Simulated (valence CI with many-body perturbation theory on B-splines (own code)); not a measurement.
**Zr XXXV: electric-dipole lines**

Calculated by relativistic CI+MBPT: four valence electrons over a frozen Dirac-Fock core [He], a basis of 11 s, 11 p, 9 d, 7 f, 5 g, 2 h, 1 i functions for each j, with the one-electron correlation potential Σ1, the two-electron term Σ2, the three-electron term Σ3, Breit, model QED; selected CI, second order for the rest (own B-spline code, finite nucleus).

The last digits are not significant, and no measured levels were compared; by estimate large intervals hold to a few tenths of a per cent, small ones and those within an open d or f shell to about a per cent. Among the levels kept, up to 260 cm⁻¹ of a level comes from second order outside the variational space, and about a tenth of that is noise between levels of different J, which matters for small intervals.

Lines 101 to 150 of 235 in falling wavelength, among levels below 2900.6 eV, chosen from the strongest by gf and those to the six lowest levels. Wavelengths and rates use the calculated energies. Electric multipoles are in the length gauge, E1 and E2 with the static RPA response of the core. Weak lines are less certain than strong ones. Lines between different terms over intervals too small for the method are left out, as are lines whose strength nearly cancels. The highest levels of a list are the least certain.

Levels are named by their leading jj configuration (3d3/2^4 stands for four electrons in 3d with j = 3/2), which in mixed levels can hold well under half, so a name can repeat and another be missing. Letters in brackets count levels of one name in rising energy.

```
λ vac (Å)                           Upper                       Lower   A (s⁻¹)  S (a.u.) with core polarisation  S without
    4.899     (2s 2p1/2 2p3/2 3s) J=2 [a]      (2s 2p1/2^2 2p3/2) J=2  4.89e+12                         1.42e-03   1.42e-03
    4.896  (2s 2p1/2 2p3/2 3d5/2) J=1 [b]  (2s 2p1/2 2p3/2^2) J=1 [b]  4.62e+13                         8.02e-03   8.03e-03
    4.894      (2s 2p1/2 2p3/2 3d5/2) J=0  (2s 2p1/2 2p3/2^2) J=1 [b]  7.47e+13                         4.32e-03   4.33e-03
    4.892  (2s 2p1/2 2p3/2 3d5/2) J=2 [b]  (2s 2p1/2 2p3/2^2) J=2 [b]  1.66e+13                         4.79e-03   4.80e-03
    4.889  (2s 2p1/2 2p3/2 3d5/2) J=3 [b]  (2s 2p1/2 2p3/2^2) J=2 [b]  5.56e+12                         2.24e-03   2.25e-03
    4.888          (2s^2 2p3/2 3p3/2) J=2      (2s 2p1/2^2 2p3/2) J=2  1.97e+12                         5.69e-04   5.68e-04
    4.888  (2s 2p1/2 2p3/2 3d5/2) J=1 [a]      (2s 2p1/2 2p3/2^2) J=0  4.81e+13                         8.31e-03   8.32e-03
    4.877             (2s 2p3/2^2 3s) J=3      (2s 2p1/2 2p3/2^2) J=3  1.30e+13                         5.22e-03   5.21e-03
    4.866     (2s 2p1/2 2p3/2 3s) J=1 [a]      (2s 2p1/2^2 2p3/2) J=2  1.04e+12                         1.78e-04   1.77e-04
    4.865          (2s 2p1/2^2 3d5/2) J=2      (2s 2p1/2^2 2p3/2) J=1  6.56e+13                         1.86e-02   1.86e-02
    4.863  (2s 2p1/2 2p3/2 3d5/2) J=1 [b]  (2s 2p1/2 2p3/2^2) J=1 [a]  2.10e+13                         3.57e-03   3.57e-03
    4.858          (2s 2p1/2^2 3p3/2) J=2          (2s^2 2p3/2^2) J=2  2.29e+11                         6.49e-05   6.49e-05
    4.856     (2s 2p1/2 2p3/2 3s) J=2 [c]      (2s 2p1/2^2 2p3/2) J=1  2.06e+13                         5.82e-03   5.84e-03
    4.854         (2s 2p1/2 2p3/2 3s) J=3      (2s 2p1/2^2 2p3/2) J=2  1.34e+13                         5.29e-03   5.28e-03
    4.848  (2s 2p1/2 2p3/2 3d5/2) J=1 [b]      (2s 2p1/2 2p3/2^2) J=0  1.23e+13                         2.07e-03   2.07e-03
    4.845  (2s 2p1/2 2p3/2 3p1/2) J=1 [a]          (2s^2 2p3/2^2) J=0  8.60e+11                         1.45e-04   1.45e-04
    4.844             (2s^2 2p3/2 3s) J=2      (2s^2 2p1/2 2p3/2) J=2  7.12e+12                         2.00e-03   1.99e-03
    4.844             (2s^2 2p1/2 3s) J=1          (2s^2 2p1/2^2) J=0  4.72e+12                         7.95e-04   7.92e-04
    4.843  (2s 2p1/2 2p3/2 3d3/2) J=3 [a]  (2s 2p1/2 2p3/2^2) J=2 [a]  5.60e+12                         2.20e-03   2.20e-03
    4.841          (2s^2 2p3/2 3d3/2) J=1          (2s^2 2p3/2^2) J=0  2.89e+12                         4.86e-04   4.86e-04
    4.836             (2s 2p3/2^2 3s) J=3  (2s 2p1/2 2p3/2^2) J=2 [a]  1.56e+13                         6.09e-03   6.08e-03
    4.836  (2s 2p1/2 2p3/2 3d3/2) J=3 [b]      (2s 2p1/2 2p3/2^2) J=3  1.90e+13                         7.40e-03   7.41e-03
    4.835  (2s 2p1/2 2p3/2 3d3/2) J=2 [b]      (2s 2p1/2 2p3/2^2) J=3  1.21e+13                         3.39e-03   3.39e-03
    4.834             (2s^2 2p3/2 3s) J=1      (2s^2 2p1/2 2p3/2) J=2  3.08e+12                         5.16e-04   5.13e-04
    4.827     (2s 2p1/2 2p3/2 3s) J=2 [b]      (2s 2p1/2^2 2p3/2) J=2  4.97e+11                         1.38e-04   1.37e-04
    4.823          (2s 2p1/2^2 3d3/2) J=1      (2s 2p1/2^2 2p3/2) J=2  2.46e+12                         4.09e-04   4.10e-04
    4.822          (2s^2 2p1/2 3d3/2) J=2      (2s^2 2p1/2 2p3/2) J=2  1.55e+13                         4.30e-03   4.30e-03
    4.822             (2s^2 2p3/2 3s) J=2      (2s^2 2p1/2 2p3/2) J=1  7.59e+12                         2.10e-03   2.10e-03
    4.818  (2s 2p1/2 2p3/2 3d5/2) J=2 [a]  (2s 2p1/2 2p3/2^2) J=2 [a]  5.18e+13                         1.43e-02   1.43e-02
    4.818          (2s 2p1/2^2 3d3/2) J=2      (2s 2p1/2^2 2p3/2) J=2  2.05e+13                         5.66e-03   5.67e-03
    4.813  (2s 2p1/2 2p3/2 3d5/2) J=2 [b]      (2s 2p1/2 2p3/2^2) J=3  1.27e+13                         3.51e-03   3.51e-03
    4.812             (2s^2 2p3/2 3s) J=1      (2s^2 2p1/2 2p3/2) J=1  9.68e+11                         1.60e-04   1.59e-04
    4.810  (2s 2p1/2 2p3/2 3d5/2) J=3 [b]      (2s 2p1/2 2p3/2^2) J=3  4.37e+13                         1.68e-02   1.68e-02
    4.810  (2s 2p1/2 2p3/2 3d5/2) J=3 [a]  (2s 2p1/2 2p3/2^2) J=2 [a]  5.26e+13                         2.02e-02   2.03e-02
    4.810          (2s^2 2p3/2 3d5/2) J=1          (2s^2 2p3/2^2) J=0  1.23e+14                         2.03e-02   2.03e-02
    4.805  (2s 2p1/2 2p3/2 3d5/2) J=4 [b]      (2s 2p1/2 2p3/2^2) J=3  1.24e+14                         6.13e-02   6.13e-02
    4.805          (2s^2 2p3/2 3d3/2) J=2          (2s^2 2p3/2^2) J=2  5.78e+11                         1.58e-04   1.58e-04
    4.800          (2s^2 2p1/2 3d3/2) J=2      (2s^2 2p1/2 2p3/2) J=1  2.24e+12                         6.10e-04   6.11e-04
    4.797          (2s 2p1/2^2 3d5/2) J=3      (2s 2p1/2^2 2p3/2) J=2  7.13e+13                         2.72e-02   2.72e-02
    4.797          (2s^2 2p1/2 3d3/2) J=1      (2s^2 2p1/2 2p3/2) J=2  2.45e+12                         4.01e-04   4.02e-04
    4.797          (2s^2 2p3/2 3d3/2) J=3          (2s^2 2p3/2^2) J=2  7.63e+12                         2.91e-03   2.91e-03
    4.795  (2s 2p1/2 2p3/2 3d3/2) J=3 [b]  (2s 2p1/2 2p3/2^2) J=2 [a]  3.90e+13                         1.49e-02   1.49e-02
    4.794  (2s 2p1/2 2p3/2 3p1/2) J=1 [a]          (2s^2 2p3/2^2) J=2  1.70e+12                         2.78e-04   2.79e-04
    4.793          (2s^2 2p1/2 3d5/2) J=2      (2s^2 2p1/2 2p3/2) J=2  1.08e+13                         2.94e-03   2.95e-03
    4.791          (2s^2 2p1/2 3d5/2) J=3      (2s^2 2p1/2 2p3/2) J=2  8.96e+13                         3.41e-02   3.41e-02
    4.790          (2s^2 2p3/2 3d3/2) J=1          (2s^2 2p3/2^2) J=2  1.92e+13                         3.12e-03   3.12e-03
    4.785          (2s^2 2p3/2 3d5/2) J=2          (2s^2 2p3/2^2) J=2  7.28e+13                         1.97e-02   1.97e-02
    4.781  (2s 2p1/2 2p3/2 3d3/2) J=3 [c]      (2s 2p1/2 2p3/2^2) J=3  5.81e+12                         2.19e-03   2.20e-03
    4.780  (2s 2p1/2 2p3/2 3p1/2) J=2 [a]          (2s^2 2p3/2^2) J=2  1.43e+13                         3.86e-03   3.86e-03
    4.775          (2s^2 2p1/2 3d3/2) J=1      (2s^2 2p1/2 2p3/2) J=1  1.72e+13                         2.77e-03   2.77e-03
```
